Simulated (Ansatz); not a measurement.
Species: CH₅BO (charge 0, singlet). SMILES: BOC
Coordinates optimised at B3LYP-D3(BJ)/def2-TZVP (Ansatz, an electronic-structure program):
```
O
B 1 1.3413
C 1 1.4248 2 122.78
H 3 1.0902 1 108.62 2 -120.82
H 3 1.0902 4 108.94 1 118.15
H 3 1.0921 4 109.73 5 120.14
H 2 1.1924 1 116.95 3 -180.00
H 2 1.1992 7 122.74 1 -180.00
```

Atomisation energy built up term by term with Ansatz (kcal/mol; UHF references for open shells; valence terms freeze the core; atomic spin-orbit terms are left out). Basis-set limits of correlation are two-point, X^-3; Hartree-Fock from the larger set (for Q and 5 zeta extrapolated as (X+1)exp(-9√X)).

```
term                                          basis  kcal/mol
-----------------------  --------------------------  --------
Hartree-Fock                   CBS(cc-pVQZ,cc-pV5Z)    545.07
CCSD correlation               CBS(cc-pVQZ,cc-pV5Z)    161.74
(T)                            CBS(cc-pVQZ,cc-pV5Z)      9.21
core correlation                          cc-pwCVTZ      2.65
scalar relativity (X2C)  cc-pVTZ-DK against cc-pVTZ     -0.54
sum: De                                                 718.1
```

(T) makes 1.3 % of the CCSD(T) atomisation energy; under 5 % is typical of single-reference molecules.
